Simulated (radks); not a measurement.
Question: All-electron atom: In II in [Ar] 3d10 4s2 4p4 4d10 5s2 6s2 (not the ground configuration). All-electron calculation, scalar-relativistic Kohn-Sham, RPBE, spin-polarised, spherical densities, point nucleus; open shells are filled with parallel spins first (spin-orbit coupling, left out, can overturn this in heavy ions). Program: a radial shooting solver on a logarithmic mesh with Libxc functionals. Some entries of the table are withheld. Estimate them.

| orbital | occ. | eigenvalue (eV) | r(max) (bohr) |
|---|---|---|---|
| 1s up | 1 | -27795.45 | 0.01922 |
| 1s down | 1 | -27794.90 | 0.01922 |
| 2s up | 1 | -4192.779 | 0.1086 |
| 2s down | 1 | -4192.438 | 0.1086 |
| 2p up | 3 | -3766.829 | 0.08691 |
| 2p down | 3 | -3766.285 | 0.08692 |
| 3s up | 1 | -824.8280 | 0.3154 |
| 3s down | 1 | -824.3090 | 0.3155 |
| 3p up | 3 | -685.3106 | 0.3087 |
| 3p down | 3 | -684.7095 | 0.3088 |
| 3d up | 5 | -468.8264 | 0.2582 |
| 3d down | 5 | -468.1990 | 0.2582 |
| 4s up | 1 | -153.0032 | 0.7654 |
| 4s down | 1 | -150.4123 | 0.7658 |
| 4p up | 3 | -110.6099 | 0.8083 |
| 4p down | 1 | -108.1805 | 0.8095 |
| 4d up | 5 | -48.4438 | (1) |
| 4d down | 5 | -46.5292 | (2) |
| 5s up | 1 | (3) | 1.888 |
| 5s down | 1 | (4) | 1.900 |
| 6s up | 1 | (5) | 4.716 |
| 6s down | 1 | (6) | 4.741 |

Answer: 
(1) 4d up r(max) (bohr): 0.9016
(2) 4d down r(max) (bohr): 0.9069
(3) 5s up eigenvalue (eV): -25.8180
(4) 5s down eigenvalue (eV): -25.5993
(5) 6s up eigenvalue (eV): -7.3464
(6) 6s down eigenvalue (eV): -7.3020
